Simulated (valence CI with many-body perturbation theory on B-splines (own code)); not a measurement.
## Hg XL: calculated level list

Level of theory: relativistic CI+MBPT: five valence electrons over a frozen Dirac-Fock core [Kr], a basis of 7 s, 7 p, 8 d, 6 f, 4 g, 1 h functions for each j, with the one-electron correlation potential Σ1, the two-electron term Σ2, the three-electron term Σ3, Breit, model QED; selected CI, second order for the rest, scaled by the run's own slope (own B-spline code, finite nucleus).

The last digits are not significant, and no measured levels were compared; by estimate large intervals hold to a few tenths of a per cent, small ones and those within an open d or f shell to about a per cent. The list stops below the first excitations out of the core.

Levels 1 to 37 of 37, with energies above the lowest level, (4d3/2^4 4d5/2) J=5/2. "Leading %" is the weight of the configuration and term that name the level; weights of strongly mixed levels are sums over their largest components and can fall short. In the jj column 3d3/2^4 stands for four electrons in 3d with j = 3/2. Lifetimes count E1, E2, E3, M1 and M2 decay at the calculated energies, and are blank where another channel may lead or the interval is too uncertain; long ones can be off by a factor of two.

```csv
No.,Configuration,Term,J,E (cm⁻¹),Leading %,Second component,Lifetime,g,Leading jj
1,4d5,4P,5/2,0,26,24 % 4d5 2D,,1.303,4d3/2^4 4d5/2 (96 %)
2,4d5,6S,5/2,172370,36,22 % 4d5 2F,5.69 μs,1.342,4d3/2^3 4d5/2^2 (93 %)
3,4d5,4G,7/2,213750,33,24 % 4d5 2F,11.3 μs,1.167,4d3/2^3 4d5/2^2 (99 %)
4,4d5,4D,3/2,218750,40,28 % 4d5 4P,4.92 μs,1.165,4d3/2^3 4d5/2^2 (98 %)
5,4d5,2H,11/2,222520,43,33 % 4d5 4G,,1.107,4d3/2^3 4d5/2^2 (98 %)
6,4d5,2G,9/2,237570,31,28 % 4d5 4G,4.89 ms,1.138,4d3/2^3 4d5/2^2 (97 %)
7,4d5,2D,5/2,248450,32,27 % 4d5 4D,144 μs,1.133,4d3/2^3 4d5/2^2 (94 %)
8,4d5,4P,1/2,258580,42,30 % 4d5 2S,634 μs,1.787,4d3/2^3 4d5/2^2 (92 %)
9,4d5,2F,7/2,264000,40,33 % 4d5 2G,195 μs,1.075,4d3/2^3 4d5/2^2 (98 %)
10,4d5,2D,3/2,319480,60,21 % 4d5 4F,43.2 μs,0.794,4d3/2^3 4d5/2^2 (90 %)
11,4d5,6S,5/2,383570,33,27 % 4d5 2D,2.56 μs,1.306,4d3/2^2 4d5/2^3 (92 %)
12,4d5,4D,7/2,412770,52,41 % 4d5 4G,4.69 μs,1.215,4d3/2^2 4d5/2^3 (99 %)
13,4d5,2I,11/2,418410,50,49 % 4d5 4G,6.91 μs,1.092,4d3/2^2 4d5/2^3 (99 %)
14,4d5,4G,9/2,423580,61,36 % 4d5 2G,6.97 μs,1.146,4d3/2^2 4d5/2^3 (97 %)
15,4d5,4D,1/2,434790,77,17 % 4d5 2S,3.76 μs,0.476,4d3/2^2 4d5/2^3 (98 %)
16,4d5,2I,13/2,439140,100,,33.8 μs,1.072,4d3/2^2 4d5/2^3 (100 %)
17,4d5,4P,3/2,442550,53,34 % 4d5 4F,2.57 μs,1.174,4d3/2^2 4d5/2^3 (97 %)
18,4d5,2F,5/2,445890,42,31 % 4d5 4D,4.73 μs,1.020,4d3/2^2 4d5/2^3 (97 %)
19,4d5,2H,9/2,467350,52,48 % 4d5 4F,3.84 μs,1.107,4d3/2^2 4d5/2^3 (99 %)
20,4d5,2G,7/2,473860,61,35 % 4d5 2F,13.1 μs,0.987,4d3/2^2 4d5/2^3 (99 %)
21,4d5,4F,5/2,478510,64,26 % 4d5 2D,3.74 μs,1.052,4d3/2^2 4d5/2^3 (98 %)
22,4d5,2D,3/2,481110,85,13 % 4d5 4D,9.38 μs,0.857,4d3/2^2 4d5/2^3 (90 %)
23,4d5,4P,1/2,500370,44,39 % 4d5 2P,4.82 μs,1.770,4d3/2^2 4d5/2^3 (86 %)
24,4d5,2G,7/2,503290,47,34 % 4d5 2F,6.96 μs,1.037,4d3/2^2 4d5/2^3 (96 %)
25,4d5,2G,9/2,531600,78,11 % 4d5 2H,12.5 μs,1.105,4d3/2^2 4d5/2^3 (97 %)
26,4d5,2P,3/2,579020,74,23 % 4d5 2D,,1.187,4d3/2^2 4d5/2^3 (97 %)
27,4d5,2D,5/2,591500,76,11 % 4d5 4D,6.03 μs,1.197,4d3/2^2 4d5/2^3 (90 %)
28,4d5,4P,5/2,629300,33,29 % 4d5 2F,1.62 μs,1.222,4d3/2 4d5/2^4 (93 %)
29,4d5,2F,7/2,659690,29,28 % 4d5 4F,2.35 μs,1.188,4d3/2 4d5/2^4 (99 %)
30,4d5,2D,3/2,669140,30,30 % 4d5 4D,1.88 μs,0.989,4d3/2 4d5/2^4 (98 %)
31,4d5,2H,11/2,669270,55,27 % 4d5 2I,2.92 μs,1.073,4d3/2 4d5/2^4 (99 %)
32,4d5,2G,9/2,690460,54,18 % 4d5 4F,3.33 μs,1.117,4d3/2 4d5/2^4 (97 %)
33,4d5,2D,5/2,705110,61,23 % 4d5 2F,2.93 μs,1.111,4d3/2 4d5/2^4 (93 %)
34,4d5,2G,7/2,715890,53,35 % 4d5 2F,3.29 μs,1.012,4d3/2 4d5/2^4 (97 %)
35,4d5,2P,1/2,739480,50,36 % 4d5 2S,3.19 μs,1.284,4d3/2 4d5/2^4 (91 %)
36,4d5,2D,3/2,794750,74,16 % 4d5 2P,2.38 μs,0.865,4d3/2 4d5/2^4 (95 %)
37,4d5,2D,5/2,903390,39,23 % 4d5 2F,1.34 μs,1.155,4d5/2^5 (96 %)
```

The ionisation energy to 4d4 3P_0 of the next ion comes out as 1840.2 eV (NIST: 1839 ± 4 eV (theoretical)). All 37 levels together are meant to be complete up to 1163200 cm⁻¹.
